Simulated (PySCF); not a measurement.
Vertical excitations of a molecule CH₇F₂NSi₂ from TDDFT-PBE/def2-SVPD (PySCF 2.14.0), as energy in eV (oscillator strength): 5.07 (0.005), 5.78 (0.009), 6.04 (0.025), 6.07 (0.006), 6.78 (0.006), 6.84 (0.006), 6.86 (0.018), 7.00 (0.011), 7.02 (0.144), 7.43 (0.009). Lowest triplet (TDA): 4.76 eV. The structure is a stationary point at ωB97X-D3(BJ)/def2-SVP. Other conformers were not sampled.

Task: Which structure fits?
(A) C[Si](F)(F)[SiH2]N
(B) N[Si@H](F)[SiH2]CF
(C) C[Si@@H](F)[Si@H](N)F
(D) C[Si](F)(F)N[SiH3]

Result: A, C[Si](F)(F)[SiH2]N
